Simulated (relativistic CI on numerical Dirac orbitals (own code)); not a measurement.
**How well does a small relativistic CI reproduce Fe⁵⁺?**

Calculated at this level of theory: Dirac-Coulomb-Breit CI, separate exchange-only KLI orbitals for each configuration, QED by a radiative potential, valence Slater integrals scaled by 0.85, P86 correlation estimate, and configurations built on the next ion tied to the tabulated ionisation energy (semi-empirical) (own radial code, finite nucleus).

CI space (outside the closed core [Ne]): 3s2.3p6.3d3, 3s2.3p6.3d2.4s, 3s2.3p6.3d2.4p, 3s2.3p6.3d2.4d, 3s2.3p6.3d2.5s, 3s2.3p6.3d2.4f, 3s2.3p5.3d4, 3s2.3p4.3d5, 3s.3p6.3d4, 3s2.3p6.3d2.5p, 3s2.3p6.3d.4s2, 3s2.3p6.3d2.5d, 3s2.3p6.3d2.5f, 3s2.3p6.3d2.5g, 3s2.3p6.3d.4s.4p, 3s2.3p5.3d3.4s, 3p6.3d5, 3s2.3p6.3d.4p2, 3s2.3p6.3d.4s.4d, 3s2.3p5.3d3.4p, 3s2.3p6.3d.4p.4d. Levels of other configurations are missing.

| Configuration | Term (tabulated) | J | Measured (cm⁻¹) | Computed | Error | Purity (%) |
| --- | --- | --- | --- | --- | --- | --- |
| 3s2.3p6.3d3 | 4F | 3/2 | 0.0 | 0 | 0 | 99 |
| 3s2.3p6.3d3 | 4F | 5/2 | 511.3 | 498 | -13 | 99 |
| 3s2.3p6.3d3 | 4F | 7/2 | 1188.3 | 1156 | -33 | 99 |
| 3s2.3p6.3d3 | 4F | 9/2 | 2000.6 | 1943 | -58 | 99 |
| 3s2.3p6.3d3 | 4P | 1/2 | 18738.3 | 17416 | -1323 | 97 |
| 3s2.3p6.3d3 | 4P | 3/2 | 18942.0 | 17595 | -1347 | 95 |
| 3s2.3p6.3d3 | 4P | 5/2 | 19610.8 | 18268 | -1343 | 98 |
| 3s2.3p6.3d3 | 2G | 7/2 | 20616.4 | 19727 | -890 | 99 |
| 3s2.3p6.3d3 | 2G | 9/2 | 21315.0 | 20412 | -903 | 97 |
| 3s2.3p6.3d3 | 2P | 1/2 | 26495.5 | 24017 | -2479 | 97 |
| 3s2.3p6.3d3 | 2D2 | 5/2 | 28484.3 | 25873 | -2612 | 98 |
| 3s2.3p6.3d3 | 2D2 | 3/2 | 28627.9 | 26007 | -2621 | 55 |
| 3s2.3p6.3d3 | 2H | 9/2 | 28724.3 | 28076 | -648 | 97 |
| 3s2.3p6.3d3 | 2H | 11/2 | 29202.9 | 28548 | -655 | 99 |
| 3s2.3p6.3d3 | 2F | 7/2 | 46217.3 | 43658 | -2559 | 99 |
| 3s2.3p6.3d3 | 2F | 5/2 | 46603.7 | 44033 | -2570 | 98 |
| 3s2.3p6.3d3 | 2D1 | 5/2 | 71707.6 | 65461 | -6247 | 98 |
| 3s2.3p6.3d3 | 2D1 | 3/2 | 72048.9 | 65852 | -6197 | 98 |
| 3s2.3p6.3d2.4s | 4F | 3/2 | 261841.4 | 263378 | 1537 | 99 |
| 3s2.3p6.3d2.4s | 4F | 5/2 | 262368.4 | 263890 | 1522 | 99 |
| 3s2.3p6.3d2.4s | 4F | 7/2 | 263135.9 | 264637 | 1501 | 99 |
| 3s2.3p6.3d2.4s | 4F | 9/2 | 264118.3 | 265595 | 1476 | 99 |
| 3s2.3p6.3d2.4s | 2F | 5/2 | 269140.2 | 270470 | 1330 | 98 |
| 3s2.3p6.3d2.4s | 2F | 7/2 | 270672.6 | 271958 | 1285 | 99 |
| 3s2.3p6.3d2.4s | 2D | 5/2 | 280901.5 | 283080 | 2179 | 74 |
| 3s2.3p6.3d2.4s | 2D | 3/2 | 281217.8 | 283368 | 2150 | 83 |
| 3s2.3p6.3d2.4s | 4P | 1/2 | 281477.0 | 283868 | 2391 | 99 |
| 3s2.3p6.3d2.4s | 4P | 3/2 | 282035.0 | 284352 | 2317 | 84 |
| 3s2.3p6.3d2.4s | 4P | 5/2 | 282951.9 | 285217 | 2265 | 74 |
| 3s2.3p6.3d2.4s | 2P | 1/2 | 287919.2 | 290343 | 2424 | 99 |
| 3s2.3p6.3d2.4s | 2P | 3/2 | 288638.3 | 291035 | 2397 | 98 |
| 3s2.3p6.3d2.4s | 2G | 9/2 | 292313.0 | 292649 | 336 | 99 |
| 3s2.3p6.3d2.4s | 2G | 7/2 | 292330.1 | 292663 | 333 | 99 |
| 3s2.3p6.3d2.4p | 4F° | 3/2 | 339539.8 | 342349 | 2809 | 92 |
| 3s2.3p6.3d2.4p | 2D° | 5/2 | 345907.1 | 348837 | 2930 | 80 |
| 3s2.3p6.3d2.4p | 2G° | 7/2 | 348962.1 | 351809 | 2846 | 98 |
| 3s2.3p6.3d2.4p | 2G° | 9/2 | 350017.8 | 352836 | 2818 | 98 |
| 3s2.3p6.3d2.4p | 2S° | 1/2 | 351805.8 | 356034 | 4228 | 97 |
| 3s2.3p6.3d2.4p | 4S° | 3/2 | 355657.1 | 359186 | 3529 | 82 |
| 3s2.3p6.3d2.4p | 2P° | 3/2 | 357755.2 | 360963 | 3208 | 75 |
| 3s2.3p6.3d2.4p | 2P° | 1/2 | 359099.3 | 362256 | 3157 | 95 |
| 3s2.3p6.3d2.4p | 4D° | 1/2 | 359395.9 | 363104 | 3708 | 97 |
| 3s2.3p6.3d2.4p | 4D° | 3/2 | 359781.3 | 363581 | 3800 | 94 |
| 3s2.3p6.3d2.4p | 2F° | 7/2 | 359884.0 | 363271 | 3387 | 88 |
| 3s2.3p6.3d2.4p | 4D° | 5/2 | 360707.1 | 364469 | 3762 | 86 |
| 3s2.3p6.3d2.4p | 2D° | 3/2 | 361858.2 | 365374 | 3516 | 87 |
| 3s2.3p6.3d2.4p | 4D° | 7/2 | 362270.0 | 365964 | 3694 | 88 |
| 3s2.3p6.3d2.4p | 2D° | 5/2 | 362602.9 | 366162 | 3559 | 81 |

Measured levels from Corliss and Sugar, J. Phys. Chem. Ref. Data 11, 135 (1982); pairs were made by configuration, J and term (by order where the table uses no LS term), so strongly mixed levels may be paired wrongly. Some J values or terms of the table were assigned by a fit.

Mean error by configuration (cm⁻¹): 3s2.3p6.3d3 -1912; 3s2.3p6.3d2.4s 1696; 3s2.3p6.3d2.4p 3397. Over the excited levels the mean absolute error is 2317 cm⁻¹ (47 of the 48 excited levels that our extract of the source holds in range could be paired, and the others can miss by more), and the median relative error of those above 1,000 cm⁻¹ is 0.98 %. Some levels of the ground configuration have no partner.
